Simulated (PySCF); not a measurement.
Isomers of C6H9Al, mass 108.052 u with the commonest isotopes. Method: PBE0-D3(BJ)/def2-SVP geometry optimisation, gas phase in PySCF. One conformer each, none proved a minimum here; rigid rotors.

Question: Order these by rotational constant A, largest first.
A. `[CH:1]#[C:2][C@H:3]1[CH2:4][CH2:5][CH2:6][AlH:7]1` with C2–C3–C4–C5 159°, C3–C4–C5–C6 -54°, C4–C5–C6–Al7 37°, C5–C6–Al7–C3 -13°
B. `[CH:1]#[C:2][C@H:3]1[CH2:4][CH2:5][AlH:6][CH2:7]1` with C2–C3–C4–C5 64°, C3–C4–C5–Al6 28°, C4–C5–Al6–C7 0°, C5–Al6–C7–C3 -26°
C. `[CH2:1]=[CH:2][Al:3]([CH:4]=[CH2:5])[CH:6]=[CH2:7]` with C1–C2–Al3–C4 179°, C2–Al3–C4–C5 -1°, C2–Al3–C6–C7 179°

Answer: A (4027 MHz), B (2943 MHz), C (1900 MHz).

Question: Order these by out-of-plane moment Σ m c² = (Ia + Ib − Ic)/2, smallest first.
A. `[CH:1]#[C:2][C@H:3]1[CH2:4][CH2:5][CH2:6][AlH:7]1` with C2–C3–C4–C5 159°, C3–C4–C5–C6 -54°, C4–C5–C6–Al7 37°, C5–C6–Al7–C3 -13°
B. `[CH:1]#[C:2][C@H:3]1[CH2:4][CH2:5][AlH:6][CH2:7]1` with C2–C3–C4–C5 64°, C3–C4–C5–Al6 28°, C4–C5–Al6–C7 0°, C5–Al6–C7–C3 -26°
C. `[CH2:1]=[CH:2][Al:3]([CH:4]=[CH2:5])[CH:6]=[CH2:7]` with C1–C2–Al3–C4 179°, C2–Al3–C4–C5 -1°, C2–Al3–C6–C7 179°

Answer: C (0.01 u·Å²), A (17.26 u·Å²), B (75.61 u·Å²).

Question: Order these by rotational constant C, largest first.
A. `[CH2:1]=[CH:2][Al:3]([CH:4]=[CH2:5])[CH:6]=[CH2:7]` with C1–C2–Al3–C4 179°, C2–Al3–C4–C5 -1°, C2–Al3–C6–C7 179°
B. `[CH:1]#[C:2][C@H:3]1[CH2:4][CH2:5][CH2:6][AlH:7]1` with C2–C3–C4–C5 159°, C3–C4–C5–C6 -54°, C4–C5–C6–Al7 37°, C5–C6–Al7–C3 -13°
C. `[CH:1]#[C:2][C@H:3]1[CH2:4][CH2:5][AlH:6][CH2:7]1` with C2–C3–C4–C5 64°, C3–C4–C5–Al6 28°, C4–C5–Al6–C7 0°, C5–Al6–C7–C3 -26°

Answer: C (1810 MHz), B (1229 MHz), A (949.0 MHz).

| SMILES | point group | Ia (u·Å²) | Ib (u·Å²) | Ic (u·Å²) | κ | μa (D) | μb (D) | μc (D) |
| --- | --- | --- | --- | --- | --- | --- | --- | --- |
| C#C[C@H]1CC[CH2][AlH]1 | C1 | 125.51 | 320.33 | 411.32 | -0.75 | 1.50 | 0.07 | 0.16 |
| C#C[C@H]1C[CH2][AlH][CH2]1 | C1 | 171.73 | 258.66 | 279.17 | -0.75 | 0.23 | 0.32 | 0.24 |
| C=[CH][Al]([CH]=C)[CH]=C | – | 266.00 | 266.58 | 532.56 | 0.99 | 0.00 | 0.00 | 0.01 |
